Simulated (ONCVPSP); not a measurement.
Ranking ONCV potentials for helium

All share these settings but for the change named:

| Quantity | Value |
| --- | --- |
| Element | helium |
| Generator | ONCVPSP 4.0.1 |
| Type | optimised norm-conserving Vanderbilt (ONCV) |
| Functional | PBE |
| Relativity | scalar-relativistic |
| Frozen core | none |
| Valence charge | 2 |
| Reference configuration | 1s2 |
| Partial waves | 1s: rc 0.55 bohr, ncon 4, nbas 8, qcut 11.5 1/bohr, 2 projectors, debl 2.1 Ha; p scattering state at 0.33 Ha: rc 0.45 bohr, ncon 4, nbas 7, qcut 15.7 1/bohr, 2 projectors, debl 1.1 Ha |
| Local potential | polynomial inside 0.30 bohr (lpopt 3, dvloc0 4 Ha) |
| Core correction | none |

Cutoff: the first of the cutoffs (Ha) at which the residual kinetic energy of the hardest occupied pseudo-wave falls to 1 and 0.1 mHa per electron; the density cutoff is not measured.

The base gives 74 Ha.

Of 7 variants that were run, those that failed, showed a ghost or another fault, or gave nearly equal values are left out.

A variant can come out equal or close to the base.

Task: Rank these variants from softest to hardest (loose cutoff).
A. p: qcut 21.4
B. s: rc 0.45, qcut 14.1, nproj 0; local potential the s channel
C. s: rc 0.6

Result: C (64 Ha), A (74 Ha), B (95 Ha).
